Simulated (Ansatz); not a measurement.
`C[SiH2]O[SiH2]F` + `C=O` → `C[SiH2]C=O` + `O[SiH2]F`  (formal exchange of groups at the Si–O bond)

Calculated with Ansatz (gas phase, PBE0-D4/def2-TZVP geometries, no zero-point term in ΔE). CCSD(T)/CBS is the MP2 limit (def2-TZVPP, def2-QZVPP) plus CCSD(T) − MP2 in def2-TZVPP, frozen cores. This one scheme is used for every species. Functionals use def2-TZVPP. B3LYP here is the variant with VWN-RPA as its local correlation; programs differ in this. HSE06 is defined as in plane-wave codes. One conformer a species, not always the lowest.

| level | ΔE (kJ/mol) | difference from CCSD(T)/CBS |
| --- | --- | --- |
| revPBE-D4 | 108.0 | -19.8 |
| r2SCAN0-D4 | 127.4 | -0.4 |
| BHLYP-D4 | 139.2 | 11.4 |
| CAM-B3LYP-D4 | 131.0 | 3.2 |
| ωB97X-V | 125.2 | -2.6 |
| ωB97M-V | 124.7 | -3.1 |
| B2PLYP | 128.2 | 0.4 |
| BLYP | 115.9 | -11.9 |
| r2SCAN | 121.1 | -6.7 |
| B3LYP | 123.6 | -4.2 |
| HSE06 | 114.9 | -12.9 |
| CCSD(T)/def2-SVP | 126.9 | -0.9 |
| SCS-MP2/def2-TZVPP | 134.6 | 6.8 |
| MP2/def2-QZVPP | 132.3 | 4.5 |
| SCS-MP2/def2-QZVPP | 135.0 | 7.2 |
| CCSD/CBS(def2) | 131.3 | 3.5 |
| CCSD(T)/CBS | 127.8 | 0 |

Largest T1 diagnostic among the species: 0.015.

From r2SCAN to r2SCAN0 (25 % exact exchange), in def2-TZVPP and without D4, ΔE moves by +5.2 kJ/mol. The D4 term adds +3.6 kJ/mol with B3LYP and +2.3 kJ/mol with PBE0; it sums over pairs of atoms, weighted by their polarisabilities, and B3LYP, whose exchange is more repulsive, gets the larger term.
